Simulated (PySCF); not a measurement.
Members of one family of related compounds. Theory: TDDFT PBE0/def2-SVPD, vertical, gas phase, core orbitals frozen in the response (PySCF 2.14.0, density-fitted response routines). Geometries: PBE0-D3(BJ)/def2-SVP; one conformer of each isolated species. Triplets are in the Tamm–Dancoff approximation. 'Strongest' means the level of largest summed f among the lowest 15 singlets; it needn't be the same kind of state in each. Atoms past krypton carry core potentials; spin–orbit coupling is left out.

Problem. Rank by computed lowest singlet excitation energy, highest first.
A. TiEt2(OMe)2, `C[CH2][Ti]([CH2]C)([O]C)[O]C`
B. TiI2(OMe)2, `C[O][Ti]([I])([I])[O]C`
C. TiF2(OMe)2, `C[O][Ti]([F])([F])[O]C`
D. Ti(NH2)2(OMe)2, `C[O][Ti]([NH2])([NH2])[O]C`

Solution. C (5.51 eV), D (4.48 eV), A (3.55 eV), B (3.38 eV).

```tsv
SMILES	S1 (eV)	T1 (eV)	f (strongest)	first f ≥ 0.01 (nm)	gap (eV)	S1 mainly
C[O][Ti]([F])([F])[O]C	5.51	5.17	0.05	201	7.27	H→L+1 (90%)
C[O][Ti]([NH2])([NH2])[O]C	4.48	4.22	0.05	243	6.19	H→L (96%)
C[CH2][Ti]([CH2]C)([O]C)[O]C	3.55	3.18	0.36	213	5.80	H→L (96%)
C[O][Ti]([I])([I])[O]C	3.38	3.05	0.05	355	4.56	H-1→L (99%)
```

H and L stand for HOMO and LUMO.

- `C[O][Ti]([F])([F])[O]C`: for S1 the Löwdin share of titanium is at most 8% in HOMO and 76% in LUMO+1 (ligand-to-metal charge transfer by this measure).
- `C[O][Ti]([NH2])([NH2])[O]C`: for S1 the Löwdin share of titanium is 6% in HOMO and 74% in LUMO (ligand-to-metal charge transfer by this measure).
- `C[CH2][Ti]([CH2]C)([O]C)[O]C`: for S1 the Löwdin share of titanium is 30% in HOMO and 77% in LUMO.
- `C[O][Ti]([I])([I])[O]C`: for S1 the Löwdin share of titanium is at most 4% in HOMO-1 and 73% in LUMO (ligand-to-metal charge transfer by this measure).
